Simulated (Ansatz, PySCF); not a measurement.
Ways to break one bond of N[Si](N)(Br)Br:

A. N[Si](N)(Br)Br -> [NH][Si](N)(Br)Br + H atom
B. N[Si](N)(Br)Br → N[Si](Br)Br + [NH2] (NH2)
C. N[Si](N)(Br)Br → N[Si](N)Br + Br atom

Quantity: bond dissociation energy (enthalpy at 298 K, with B3LYP-D3(BJ) rigid-rotor harmonic-oscillator terms), kJ/mol. Each molecule is optimised on its own at B3LYP-D3(BJ)/def2-TZVP (Ansatz, a first-principles code), one conformer each, not searched for the lowest. Frequencies are from Ansatz or PySCF. Cores are frozen in the correlated levels unless marked. UHF or UKS for open shells. No spin-orbit coupling. The frozen core is the preceding noble-gas configuration, with the filled d and f shells of earlier blocks. No relativistic terms. Basis-set limits of correlation are two-point, X^-3; Hartree-Fock from the larger set. The bracket is a focal-point correction in the basis named.

Question: Rank them by bond dissociation energy at RI-MP2/CBS(def2-TZVPP,def2-QZVPP)+[CCSD(T)-MP2]/def2-TZVPP (Ansatz), lowest first.

Answer: C (422.1 kJ/mol), B (463.0 kJ/mol), A (478.1 kJ/mol)
